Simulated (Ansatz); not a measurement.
```xyz
10

F    -0.048    2.186   -2.026
C     0.207    1.596   -0.860
C    -0.138    0.333   -0.642
C     0.123   -0.332    0.604
F     0.738    0.374    1.562
C    -0.198   -1.594    0.883
F     0.046   -2.186    2.022
F    -0.801   -2.390    0.031
H     0.705    2.247   -0.152
H    -0.634   -0.232   -1.421
```

The species carries charge 0 and has multiplicity 1.

**Question.** List the B3LYP/def2-TZVPP orbital energies in eV (Ansatz). (Estimate.)

**Answer.** The calculation gave: Occupied: -673.38, -673.33, -672.64, -672.45, -281.85, -279.94, -279.61, -277.76, -35.92, -34.38, -34.13, -34.01, -23.03, -21.28, -18.38, -17.29, -16.62, -16.24, -15.20, -15.11, -14.41, -13.46, -13.18, -13.17, -12.97, -12.85, -12.44, -11.31, -10.78, -9.06, -6.64. Lowest empty: -1.18, 0.96, 1.55, 1.67, 1.98, 2.39, 2.78, 4.15.

B3LYP here is the variant with VWN-RPA as its local correlation; programs differ in this.
